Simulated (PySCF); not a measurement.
A structure optimised at TPSSh-D3(BJ)/def2-SVP, used in a PySCF frequency run:

```xyz
11

C     -0.5963     2.0948     0.0000
Si    -0.1065     0.2916     0.0000
Si     2.1880    -0.1678     0.0000
Cl    -0.9263    -0.6144    -1.6888
Cl    -0.9263    -0.6144     1.6888
H     -0.2000     2.5982    -0.8963
H     -1.6938     2.1882     0.0000
H     -0.2000     2.5982     0.8963
H      2.3868    -1.6412     0.0000
H      2.8192     0.4225     1.2132
H      2.8192     0.4225    -1.2132
```
Charge 0, spin multiplicity 1.

Write its SMILES, formula and point group.

C[Si]([SiH3])(Cl)Cl, CH₆Cl₂Si₂, Cs

What are its rotational constants (standard atomic weights)?

1.6301, 1.5416, 1.1715 GHz
